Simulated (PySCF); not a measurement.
Numbering as in the mapped SMILES `[CH3:1][O:2][C:3]1=[CH:4][O:5][CH:6]=[C:7]([CH:8]([CH3:9])[CH3:10])[O:11]1`; H(Xn) means a hydrogen on atom n.

[PySCF 2.14.0 with density-fitted response routines: J couplings at B3LYP/pcJ-1 (without the spin–dipole term); structure optimised with PBE0-D3(BJ)/def2-SVP; GIAO PBE0/pcSseg-1 shieldings; no relativistic terms; averaged over atoms made equivalent by symmetry, fast rotation or ring inversion; no solvent model; one conformer]

**Question.** List the cross peaks expected in HSQC, COSY and HMBC spectra.

**Answer.** 

HSQC (one-bond C–H):
| δH | δC | ¹J(C,H) (Hz) |
| --- | --- | --- |
| 5.39 (H(C4)) | 113.8 (C4) | 210 |
| 5.25 (H(C6)) | 125.6 (C6) | 203 |
| 3.42 (H(C1)) | 56.9 (C1) | 150 |
| 1.59 (H(C8)) | 32.2 (C8) | 132 |
| 1.04 (H(C9)/H(C10)) | 21.2 (C9/C10) | 134 |

COSY cross peaks (|J| ≥ 2 Hz):
| δH | δH | abs. J (Hz) | bonds |
| --- | --- | --- | --- |
| 1.59 (H(C8)) | 1.04 (H(C9)/H(C10)) | 7.7 | 3 |

HMBC (two and three bonds, |J| ≥ 2.5 Hz):
| δH | δC [abs. J in Hz] |
| --- | --- |
| 5.39 (H(C4)) | 154.7 (C3) [9.4], 125.6 (C6) [7.1] |
| 5.25 (H(C6)) | 145.3 (C7) [16.2], 113.8 (C4) [8.1], 32.2 (C8) [2.7] |
| 3.42 (H(C1)) | 154.7 (C3) [4.5] |
| 1.59 (H(C8)) | 125.6 (C6) [4.9], 21.2 (C9/C10) [3.9] |
| 1.04 (H(C9)/H(C10)) | 145.3 (C7) [4.7], 32.2 (C8) [3.3], 21.2 (C9/C10) [5.4] |

Scale: ¹H (σref 31.27), ¹³C (σref 184.41) vs TMS (reference shieldings calculated alike).

Short H···H contacts in this conformer between protons four or more bonds apart (candidates for NOE cross peaks, intensity ∝ r⁻⁶): H(C6)···H(C8) 2.40 Å.

Unscaled 3J(H,H) at this level run about 10 % above measured values. Shifts are as computed. Against solution values, carbons near 30 ppm lie about +2 ppm off and those near 130 ppm about +5 ppm. Of 1211 compounds with measured shifts, 218 miss one by over three times the rms of a fit or turn the order of signals round; such compounds aren't used in these exercises.
